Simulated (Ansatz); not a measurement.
Mulliken charges of `[NH2][GaH][SeH]` from r2SCAN/def2-TZVPP in Ansatz (PBE0-D4/def2-TZVP geometry).

| atom | x (Å) | y (Å) | z (Å) | charge (e) |
| --- | --- | --- | --- | --- |
| N1 | -1.098 | 0.469 | -0.912 | -0.442 |
| Ga2 | 0.068 | 0.176 | 0.439 | 0.341 |
| Se3 | 1.688 | -1.442 | 0.009 | -0.253 |
| H4 | -1.078 | -0.018 | -1.791 | 0.163 |
| H5 | -1.846 | 1.139 | -0.865 | 0.161 |
| H6 | -0.017 | 0.958 | 1.780 | -0.037 |
| H7 | 2.283 | -1.282 | 1.341 | 0.067 |

Task: By hand: the dipole of these point charges (1 e Å = 4.8032 D).

Result: Σ q r = (-0.238, 0.277, 0.143) e Å, of length 0.392 e Å = 1.88 D.

Task: How does the dipole of the full density compare? (Estimate.)

Result: Ansatz gave: (-0.237, 0.190, -0.020) e Å, 1.46 D; the point charges give 1.29 times that, at 27° from its direction.

Point charges leave out the atoms' own dipoles, such as those of lone pairs, and Mulliken's split depends on the basis, so the two needn't agree.
